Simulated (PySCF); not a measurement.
PySCF 2.14 output of an unrestricted r2SCAN calculation on a single atom or ion in cc-pVDZ-DK (5s4p2d, 27 functions), with the spin-free X2C one-electron Hamiltonian (Gaussian nucleus):

```
SCF conv_tol = 1e-09
number electrons alpha = 17  beta = 15
    J. W. Furness, A. D. Kaplan, J. Ning, J. P. Perdew, and J. Sun.,  J. Phys. Chem. Lett. 11, 8208-8215 (2020)
    J. W. Furness, A. D. Kaplan, J. Ning, J. P. Perdew, and J. Sun.,  J. Phys. Chem. Lett. 11, 9248-9248 (2020)
    J. W. Furness, A. D. Kaplan, J. Ning, J. P. Perdew, and J. Sun.,  J. Phys. Chem. Lett. 11, 8208-8215 (2020)
    J. W. Furness, A. D. Kaplan, J. Ning, J. P. Perdew, and J. Sun.,  J. Phys. Chem. Lett. 11, 9248-9248 (2020)
cycle= 1 E= -2260.22197571696  delta_E= -0.00829  |g|= 0.0437  |ddm|=  0.4
cycle= 2 E= -2260.22241954868  delta_E= -0.000444  |g|= 0.0195  |ddm|= 0.112
cycle= 3 E= -2260.22253629087  delta_E= -0.000117  |g|= 0.000777  |ddm|= 0.0457
cycle= 4 E= -2260.22253674786  delta_E= -4.57e-07  |g|= 9.63e-05  |ddm|= 0.0035
cycle= 5 E= -2260.2225367525  delta_E= -4.64e-09  |g|= 4.05e-07  |ddm|= 0.000371
cycle= 6 E= -2260.2225367525  delta_E= 4.55e-13  |g|= 7.27e-08  |ddm|= 4.94e-06
converged SCF energy = -2260.2225367525  <S^2> = 2.0036779  2S+1 = 3.0024509
```

The run itself started from symmetry-adapted Hartree-Fock orbitals and held the occupation by maximum overlap, on a logarithmic radial grid, so the iterations belong to that start.

Question: Which element, charge and spin multiplicity is this?

Answer: As⁺ (arsenic, charge +1), multiplicity 3; the state was [Ar] 3d10 4s2 4p2, high-spin 3P determinant.
